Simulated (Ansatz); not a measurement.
Diatomic MgS, multiplicity 3 (not the ground state: that is measured with 2S+1 = 1).

Constants: fifth-degree fit in 1/R to seven points, most abundant isotopes. Runs in def2 and cc sets follow the lowest solution found near the PBE0 minimum.

The values were computed with Ansatz (an electronic-structure program) with Gaussian orbitals. Each number belongs to the level named beside it.

```tsv
level	r_e (Å)	ω_e (cm⁻¹)	B_e (cm⁻¹)	α_e (cm⁻¹)	dipole (D)
PBE/def2-TZVPP	2.361	386	0.221	0.0017	2.66
PBE0/def2-TZVPP	2.340	405	0.225	0.0016	2.85
wB97X-V/def2-TZVPP	2.332	418	0.226	0.0015	2.97
CCSD/def2-TZVPP	2.341	414	0.225	0.0015	-
CCSD(T)/def2-TZVPP	2.344	411	0.224	0.0015	-
```

Correlated levels freeze the inner cores; with def2 sets outer-core shells near the valence are correlated too.
